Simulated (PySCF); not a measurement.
## GeH₂⁺: map over both bonds

These are results of UPBE0 in PySCF with Ge def2-TZVP, H def2-TZVP; no relativity; density-fitted integrals, not measurements.

Rigid scan from the doublet minimum (Ge–H 1.552 Å (×2); H–Ge–H 120.9°). Coordinate: rows scale the first bond (Ge–H), columns the second (Ge–H). Energies in kJ/mol from the minimum.

```json
{"scale \\ scale": "0.94", "0.94": "?", "0.97": "9.1", "1.00": "7.6", "1.04": "10.5", "1.09": "20.2", "1.15": "37.6"}
{"scale \\ scale": "0.97", "0.94": "9.1", "0.97": "3.4", "1.00": "1.8", "1.04": "4.6", "1.09": "14.0", "1.15": "31.1"}
{"scale \\ scale": "1.00", "0.94": "7.6", "0.97": "1.8", "1.00": "0.0", "1.04": "2.6", "1.09": "11.8", "1.15": "28.7"}
{"scale \\ scale": "1.04", "0.94": "10.5", "0.97": "4.6", "1.00": "2.6", "1.04": "?", "1.09": "?", "1.15": "30.5"}
{"scale \\ scale": "1.09", "0.94": "20.2", "0.97": "14.0", "1.00": "11.8", "1.04": "?", "1.09": "22.6", "1.15": "38.7"}
{"scale \\ scale": "1.15", "0.94": "37.6", "0.97": "31.1", "1.00": "28.7", "1.04": "?", "1.09": "38.7", "1.15": "54.5"}
```

(1) Fill in the five missing cells, row by row.

Answers

(1) 14.7, 5.0, 14.0, 14.0, 30.5.
